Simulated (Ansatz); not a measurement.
The first iterations of a band of F$_{2}$GeH$_{2}$S (6 atoms, charge 0, multiplicity 1).

These are results of Ansatz, RHF/def2-SVP, not measurements.

- movable images: 7
- climbing image: yes
- spring: 20.0 eV/Å²
- optimiser: quadratic models (default)
- start path: through a guess of the saddle point
- force threshold: 0.05 eV/Å
- iteration limit: 60
- end points: relaxed

First end point:

```xyz
6
Properties=species:S:1:pos:R:3
F 1.718 -0.055 -0.562
Ge 0.175 -0.519 0.011
F -0.667 -0.870 -1.435
S -0.779 1.149 1.058
H 0.294 -1.768 0.854
H -0.699 1.998 0.028
```

Last end point:

```xyz
6
Properties=species:S:1:pos:R:3
F 1.670 -0.042 -0.731
Ge 0.112 -0.463 -0.167
F -0.626 -1.289 -1.465
S -1.092 1.339 0.166
H 0.295 -1.412 0.998
H -0.317 1.803 1.153
```

| iteration | highest image above the first end (eV) | largest band force component (eV/Å) |
| --- | --- | --- |
| 1 | 0.593 | 5.458 |
| 2 | 0.142 | 1.730 |

Q: Does the band converge within its limit, and where does its top end?

A: The forces met the threshold. It ended after 6 iterations with the highest image 0.046 eV above the first end. The top lies less than 8 meV above the higher end, about what the thresholds resolve: that end is a shoulder or a very shallow well. Another band between the same ends (7 images) ends at a top of the same energy, where a vibrational analysis finds 1 clearly imaginary mode.

Time of the run: 80 s on 1 thread of Arm Neoverse V2, with other jobs on the host, peak memory 0.18 GiB.
